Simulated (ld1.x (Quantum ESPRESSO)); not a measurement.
Configuration tests for chlorine (Cl) (TM)

chlorine, norm-conserving Troullier–Martins (Kleinman–Bylander form), made with ld1.x (Quantum ESPRESSO) 7.5 (Wu–Cohen, non-relativistic). Core [Ne], reference 3s2 3p5. Waves: 3p (bound): rc 1.00 bohr; 3d channel at 5.88 Ry: rc 1.25 bohr; 3s (bound): rc 1.15 bohr. Local part: the s channel. Core correction: a·sin(br)/r model core inside 0.90 bohr.

Energies are relative to the spin-unpolarised reference configuration 3s2 3p5; without spin polarisation the order of configurations can differ from experiment.

| valence configuration | charge | ΔE all-electron (eV) | error AE − PS (meV) |
| --- | --- | --- | --- |
| 3s2 3p4 | +1 | 13.867 | +4.8 |
| 3s2 3p3 | +2 | 39.310 | +28 |
| 3s2 3p2 | +3 | 77.622 | +83 |
| 3s1 3p5 | +1 | 26.351 | +11 |
| 3s2 3p4.5 | +0.5 | 5.578 | +1.0 |
| 3s1 3p6 | 0 | 11.940 | +2.7 |
| 3s2 3p5.3 | -0.3 | -2.134 | +0.2 |
